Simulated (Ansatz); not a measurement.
Question: Predict a relaxed structure of Zr(OH)Cl3 (ZrCl₃OH), charge 0, singlet, at PBE-D4/def2-SVP (Ansatz).

Answer: 
```xyz
6

Zr    0.012   -0.281   -0.297
O    -0.044    1.019    1.078
H    -0.072    1.685    1.781
Cl    2.105   -1.354   -0.253
Cl   -0.300    0.783   -2.372
Cl   -1.702   -1.852    0.063
```
Point group C3v (tolerance 0.1 Å). The metal has 4 neighbours: O 1.89 Å, Cl 2.35 Å, Cl 2.35 Å, Cl 2.35 Å. This is one stationary point.

In the def2 sets Zr takes a core potential; there is no spin–orbit coupling.
